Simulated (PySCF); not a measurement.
Species: C3H3F3O.
SMILES: `C=COC(F)(F)F`

Torsions of this conformer, `[CH2:1]=[CH:2][O:3][C:4]([F:5])([F:6])[F:7]`: C1–C2–O3–C4 0°, C2–O3–C4–F5 180°.

The closed-shell ground state was solved at several levels (PySCF, density fitting, gas phase, non-relativistic). Isolated species at its PBE0-D3(BJ)/def2-SVP geometry (one conformer only).

```tsv
level	basis functions	total energy (Eh)	HOMO (eV)	LUMO (eV)	gap (eV)	dipole (D)
PBE/pcSseg-2	294	-490.5674	-6.54	-1.12	5.42	1.62
CAM-B3LYP/def2-SVPD	176	-490.3695	-9.22	1.00	10.22	1.89
B3LYP/pcJ-1	219	-490.8633	-7.53	-0.22	7.31	1.80
```

Problem. What might PBE0/pcSseg-1 (134 basis functions) give for the same quantities?

Solution. Total energy -490.3213 Eh, HOMO -7.79 eV, LUMO 0.02 eV, gap 7.81 eV, dipole 1.80 D.

Problem. Over all these levels, which gives the widest orbital gap and which the narrowest?

Solution. CAM-B3LYP/def2-SVPD (range-separated hybrid) has the widest, 10.22 eV, and PBE/pcSseg-2 (GGA) the narrowest, 5.42 eV. Functional and basis both differ between the two, so the spread mixes both effects.

Problem. How far do the dipole and the HOMO energy spread over the levels?

Solution. The dipole runs from 1.62 to 1.89 D (mean 1.78 D) and the HOMO from -9.22 to -6.54 eV.
